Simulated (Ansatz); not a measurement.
C$_{2}$H$_{5}$, doublet (typed; the unrestricted solution is spin-contaminated), geometry from GFN2-xTB, with bond 4-1 at 3.0 times its length; HF/6-311G** run with Ansatz (an electronic-structure program).

The Ansatz input:
Ansatz 0.2 input:
```yaml
crystal:
  periodic: [false, false, false]
  atoms:
    - {symbol: C, position_ang: [0.77663934, -0.10802493, -0.02608915]}
    - {symbol: C, position_ang: [-0.67917820, 0.09855658, 0.00501522]}
    - {symbol: H, position_ang: [1.44586940, 0.69059131, 0.22632164]}
    - {symbol: H, position_ang: [2.00143569, -3.04497498, -0.49353997]}
    - {symbol: H, position_ang: [-1.08591799, -0.07299585, 1.01204191]}
    - {symbol: H, position_ang: [-0.93883967, 1.12118761, -0.26794879]}
    - {symbol: H, position_ang: [-1.19078337, -0.59496465, -0.66206507]}
basis:
  gaussian:
    orbitals: 6-311G__.json
hamiltonian:
  xc: hf
magnetization: {spin_polarized: true, initial_magnetization: 1}
```
The basis file holds 6-311G** in the JSON format of the Basis Set Exchange.

The log (banner, timings and long lists left out):

```
Functional definition: HF
578 factors; their error is unknown
mean field evaluation 1: about -2131.5650 eV, gradient 1.5e1 eV
mean field evaluation 2: about -2133.7570 eV, gradient 5.7e0 eV
mean field evaluation 4: about -2134.3807 eV, gradient 1.0e0 eV
mean field evaluation 8: about -2134.4055 eV, gradient 3.7e-1 eV
mean field evaluation 16: about -2135.0537 eV, gradient 6.7e-2 eV
mean field evaluation 32: about -2134.7989 eV, gradient 2.9e0 eV
mean field evaluation 64: about -2128.7326 eV, gradient 1.4e1 eV
mean field evaluation 96: about -2134.5838 eV, gradient 1.2e0 eV
mean field -2135.59473724 eV, -78.4816590356 hartree, gradient 1.7e-5 eV, S^2 1.755903; 4 other end points of the search recorded, 0 dependent functions left out
reference -2135.59473724 eV, -78.4816590356 hartree; 9, 8 occupied and 57, 58 virtual orbitals, 578 factors
Total energy: -2135.59473724 eV, -78.4816590356 hartree
```
